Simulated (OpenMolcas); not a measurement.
Cr2+: ligand-field states by method

Cr2+ with its 6 nearest oxide ions at 2.154 Å, on the Mg site of MgO (a = 4.2112 Å, distance in the model lattice 2.106 Å). The rest of the host is ab initio model potentials to 7.6 Å, with orthogonalisation functions on the cations behind the ligands, and point charges beyond; the distance is set by hand and nothing relaxes. Ligand basis ANO-RCC-VDZP.
```
Cr    0.0000    0.0000    0.0000
O     2.1540    0.0000    0.0000
O     0.0000    2.1540    0.0000
O    -2.1540    0.0000    0.0000
O     0.0000   -2.1540    0.0000
O     0.0000    0.0000    2.1540
O     0.0000    0.0000   -2.1540
```

```json
{
 "Program": "OpenMolcas",
 "Basis": "ANO-RCC-VTZP [6s5p3d2f1g]",
 "Scalar Hamiltonian": "DKH2, point nucleus",
 "Active space": "4 electrons in 5 orbitals (3d)",
 "State averaging": "2S+1 = 5 even, 5 roots; 2S+1 = 3 even, 45 roots; 2S+1 = 1 even, 50 roots",
 "Spin-orbit coupling": "state interaction with AMFI integrals over the reference wave functions"
}
```

I. CASSCF
II. SS-CASPT2, IPEA 0.25 Eh, imaginary shift 0.1 Eh (closed shells correlated: 3s 3p and the ligand valence shells)

Spin-free states (labels of O, the rotations of Oh) in cm-1, each column counted from its own energy of the first state listed:

| State | Degeneracy | I | II |
| --- | --- | --- | --- |
| 5E | 2 | 0 | 0 |
| 3T1 | 3 | 9334 | 4510 |
| 5T2 | 3 | 11878 | 13670 |
| 1T2 | 3 | 19021 | 11260 |
| 3E | 2 | 19200 | 14810 |
| 3T1 | 3 | 19704 | 14320 |
| 1E | 2 | 20168 | 12590 |
| 3T2 | 3 | 20523 | 15080 |
| 3A2 | 1 | 22671 | 16980 |
| 3A1 | 1 | 22856 | 16820 |
| 1A1 | 1 | 25570 | 15990 |
| 3E | 2 | 26625 | 20210 |
| 1A2 | 1 | 28685 | 21860 |
| 1T2 | 3 | 28688 | 21530 |
| 3T1 | 3 | 29644 | 25570 |
| 1T1 | 3 | 30531 | 22750 |
| 3T2 | 3 | 31494 | 28060 |
| 3T1 | 3 | 32813 | 30620 |
| 1E | 2 | 34144 | 24980 |
| 3E | 2 | 37180 | 31970 |

From I to II, I's first state of the same spin (5T2) moves from 11878 to 13670 cm-1, by about +1800 cm-1.

From I to II, I's first state of another spin (3T1) moves from 9334 to 4510 cm-1, by about -4800 cm-1.

χT at 300 K: I 2.97, II 2.97 cm3 K/mol.

Roots that are degenerate in the reference are averaged as groups; the widest CASPT2 spread within a group is 150 cm-1 (the 3-fold group of multiplicity 1 near 53800 cm-1 above the lowest state of its run, II). Shifts and gaps below about the spread of the groups concerned are not significant. Over all roots computed the reference weight is 0.69 to 0.71 in II; a low but even weight reflects the number of correlated electrons. An orbital doublet at a regular site is open to a Jahn-Teller distortion, which this geometry leaves out. Ligand-to-metal charge-transfer states are missing. With no ligand orbital active B as a rule stays too high, so bands that hang on it stand too high and its fall with covalency is understated. Without dynamic correlation the repulsion within the d shell is too large (B by tens of per cent), so at a given field states of lower spin stand too high (holds for I). With metal d orbitals alone and no dynamic correlation 10Dq can be off by a tenth to a fifth, either way, in oxide and fluoride hosts (holds for I). This shell can be high or low spin here, a state of another spin lies low, and with metal d orbitals alone active their balance is uncertain, so the ground spin may be wrong (holds for II). These CASPT2 states fit no ligand-field parameters well, so their order and spin gaps are uncertain (holds for II). With one d shell and no ligand orbital active, 10Dq can be off by tens of per cent for divalent 3d ions, low with halides held by bare charges and at times high in hosts (holds for II). No measured value stands beside these numbers; the geometry was set by hand and not optimised.
